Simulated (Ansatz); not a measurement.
Energy profile

The step: SiH₄SO ([OH][SiH2][SH]) + AsH₃ → SiAsH₅O ([OH][SiH2][AsH2]) + H₂S; bonds formed: Si1–As7, S2–H6; bonds broken: Si1–S2, H6–As7 (atoms numbered as in the saddle structure below).

Si1  (0.019, -0.019, -0.840)
S2  (1.406, -1.300, 0.536)
H3  (-0.917, -1.182, -0.678)
H4  (0.911, 1.162, -0.691)
O5  (-0.085, 0.125, -2.482)
H6  (0.232, -0.306, 1.062)
As7  (-1.289, 0.973, 1.108)
H8  (2.324, -0.360, 0.819)
H9  (-0.648, -0.522, -2.914)
H10  (-1.682, -0.166, 2.031)
H11  (-0.271, 1.596, 2.048)
(Å)

Electronic energies by CCSD(T) at an estimated basis limit (MP2 extrapolated from triple and quadruple zeta, plus CCSD(T) − MP2 in triple zeta), on PBE0-D4/def2-TZVP structures; SiAsH$_{7}$SO, closed shell; no counterpoise correction. Ansatz 0.2.0; basis: def2-TZVPP and def2-QZVPP; cores frozen in the correlated methods. Filled d shells of the heavier atoms are correlated. The def2 sets are not built for correlating such inner shells, so the correlated values are less sure here. Extrapolation: Hartree–Fock as exp(−7.88 √X), correlation as X^−2.97.

**Question.** Give the profile in eV, counted from the separated reactants. (An estimate is asked for; the value comes from the calculation.)

**Answer.** Computed:
| point | eV |
| --- | --- |
| separated: SiH$_{4}$SO (linked as [OH][SiH2][SH]; Si1, S2, H3, H4, O5, H8, H9; singlet) + AsH$_{3}$ (H6, As7, H10, H11; singlet) | 0.000 |
| start structure | -0.099 |
| saddle | 2.251 |
| end structure | 0.343 |
| separated: SiAsH$_{5}$O (linked as [OH][SiH2][AsH2]; Si1, H3, H4, O5, As7, H9, H10, H11; singlet) + H$_{2}$S (S2, H6, H8; singlet) | 0.422 |

The T1 diagnostic stays at or below 0.013.

For scale, one of the runs: CCSD(T)/def2-TZVPP, 261 basis functions, launched by `ansatz run in.yaml --threads 8 --pin off --events-out ev --progress --plain --max-ram 19148MiB`. Hardware: 8 CPU threads of an Intel Xeon Platinum 8259CL, shared host. Wall time 2.2 min; peak host memory 5.9 GiB.
